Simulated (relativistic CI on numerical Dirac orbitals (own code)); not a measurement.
# Er VI: q coefficients and field-shift factors

Method of calculation: Dirac-Coulomb-Breit CI, orbitals from a KLI potential per configuration, valence Slater integrals scaled by 0.85, P86 correlation energy added to each configuration, derivatives by finite differences, QED left out (own radial code, finite nucleus).

CI space (outside the closed core [Kr] 4d10): 4f10 5s2 5p5, 4f10 5s 5p6, 4f10 5p6 6s. The list is cut by size and lacks configurations that can hold low levels.

With x = (α/α₀)² − 1 an excitation energy changes as ω = ω₀ + qx; K = 2q/ω₀ is the relative enhancement. Terms are leading LS components, so labels can repeat. The field-shift factor is F = δν/δ⟨r²⟩ for the transition from the lowest level.

Lowest level 4f10 5s2 5p5 6K°_19/2.

| Level | ω₀ (cm⁻¹) | q (cm⁻¹) | K | F (GHz/fm²) |
| --- | --- | --- | --- | --- |
| 4f10 5s2 5p5 6K°_17/2 | 6277.6 | 2865 | 0.913 | 0.113 |
| 4f10 5s2 5p5 6K°_17/2 | 9610.3 | 3283 | 0.683 | -0.017 |
| 4f10 5s2 5p5 6I°_15/2 | 10384.7 | 4477 | 0.862 | 0.0886 |
| 4f10 5s2 5p5 4H°_13/2 | 10705.0 | 2174 | 0.406 | -0.177 |
| 4f10 5s2 5p5 6K°_15/2 | 13181.3 | 7139 | 1.08 | 0.114 |
| 4f10 5s2 5p5 6I°_13/2 | 14581.4 | 7829 | 1.07 | 0.312 |
| 4f10 5s2 5p5 6H°_11/2 | 15268.5 | 8719 | 1.14 | 0.134 |
| 4f10 5s2 5p5 6K°_13/2 | 17618.3 | 9017 | 1.02 | 0.245 |
| 4f10 5s2 5p5 6H°_9/2 | 17829.6 | 11080 | 1.24 | 0.296 |
| 4f10 5s2 5p5 6I°_11/2 | 18052.7 | 9431 | 1.04 | 0.395 |
| 4f10 5s2 5p5 4K°_15/2 | 18972.5 | 6827 | 0.72 | 0.0176 |
| 4f10 5s2 5p5 6H°_7/2 | 19587.6 | 12450 | 1.27 | 0.391 |
| 4f10 5s2 5p5 6H°_5/2 | 20866.9 | 13510 | 1.3 | 0.461 |

At this charge configurations can still be misplaced by up to about 7 % of their energy. Levels and lines within the n = 5 or 6 shells can be off by up to 10 % or somewhat more, and those that change n by about 2 %, since core polarisation is missing.
